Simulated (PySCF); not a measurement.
Species: B₂H₈N₂O.
SMILES with atom numbers: `[OH:1][BH-:2]1[NH2+:3][BH2-:4][NH2+:5]1` (hydrogens: H6 on O1; H7 on B2; H8, H9 on N3; H10, H11 on B4; H12, H13 on N5)

The calculation used PySCF 2.14.0, PBE0-D3(BJ)/def2-SVP geometry optimisation, gas phase.

Q: List the bond lengths, angles and torsions at this level.

A: 
```
         bond  length (Å)   order
        O1–B2       1.416  single
 B2–N3, B2–N5       1.608  single
 N3–B4, B4–N5       1.594  single
        O1–H6       0.958  single
        B2–H7       1.225  single
N3–H8, N5–H13       1.018  single
N3–H9, N5–H12       1.015  single
       B4–H10       1.219  single
       B4–H11       1.218  single
```

Bonds in one row agree within 0.01 Å and their mean is given. Orders are formal, as drawn. A selection of angles:
```
     angle  degrees
  B2–O1–H6    112.1
  O1–B2–N3    111.1
  O1–B2–H7    117.9
  N3–B2–N5     90.9
  N3–B2–H7    111.2
  B2–N3–B4     88.3
  B2–N3–H8    111.3
  B2–N3–H9    115.9
  B4–N3–H8    115.0
  B4–N3–H9    116.8
  H8–N3–H9    108.6
  N3–B4–N5     91.9
 N3–B4–H10    112.8
 N3–B4–H11    111.2
H10–B4–H11    114.8
```

Torsions: O1–B2–N3–B4 121° (anticlinal); B2–N3–B4–N5 -7° (synperiplanar); N3–B4–N5–B2 7° (synperiplanar); O1–B2–N5–B4 -120° (anticlinal); H6–O1–B2–N3 134° (anticlinal). The mirror-image conformer, all signs reversed, is as good.

The 4-membered ring B2–N3–B4–N5 has internal angles of 88.1° to 91.9°; it is slightly puckered (a soft mode that the optimisation may not have finished), 0.05 Å rms from its mean plane, widest ring torsion 7°. N3 (nitrogen bonded to 2 B and 2 H) has angles from 88.3° to 116.8°. O1 (boron-bound oxygen) is bent (angle 112.1°). B4 (four-coordinate boron) has angles from 91.9° to 114.8°. B2 (four-coordinate boron) has angles from 90.9° to 117.9°.

Point group: near Cs, missed by 0.10 Å at most; the miss may be what the optimiser left on a soft mode. PBE0-D3(BJ)/def2-SVP frequencies: not computed here. One conformer, not necessarily the lowest (H–O1–B2–N3 134°).
